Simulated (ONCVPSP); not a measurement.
## Reading a pseudo-wave (iodine)

Columns: radius, all-electron u(r) and pseudo u(r) of the 4s shell (level -180.16 eV) of iodine in the configuration [Ar] 3d10 4s2 4p6 4d10 5s2 5p5; LDA (Perdew-Zunger), scalar-relativistic, ONCV scheme, ONCVPSP 4.0.1.

```
r (bohr)  all-electron  pseudo
   0.070        0.5018  0.1102
   0.140       -0.0623  0.2342
   0.210       -0.7247  0.3807
   0.280       -0.6764  0.5500
   0.350       -0.1856  0.7334
   0.420        0.4000  0.9146
   0.490        0.8812  1.0740
   0.560        1.1939  1.1939
   0.630        1.3437  1.2614
   0.700        1.3674  1.2724
   0.770        1.3058  1.2306
   0.840        1.1937  1.1460
   0.910        1.0579  1.0328
   0.980        0.9159  0.9052
   1.050        0.7789  0.7754
   1.120        0.6532  0.6524
   1.190        0.5418  0.5415
   1.260        0.4453  0.4451
   1.330        0.3632  0.3631
   1.400        0.2946  0.2945
   1.470        0.2376  0.2375
   1.540        0.1908  0.1908
   1.610        0.1527  0.1526
   1.680        0.1218  0.1217
   1.750        0.0969  0.0968
   1.820        0.0769  0.0768
```

(1) How many radial nodes do the two functions have?

(2) At about which radius was the pseudo-wave matched?

(3) Is the pseudo-wave norm-conserving?

Answers

(1) The all-electron 4s function has n − l − 1 = 3 (the table is too coarse to show those close to the nucleus); the pseudo-wave has 0, since the states of the same l below it are removed with the core.

(2) 1.25 bohr, where the columns begin to agree (steps of 0.07 bohr).

(3) Yes: the ONCV scheme keeps the norm inside the radius equal to the all-electron one, which fixes the energy derivative of the logarithmic derivative at the level.
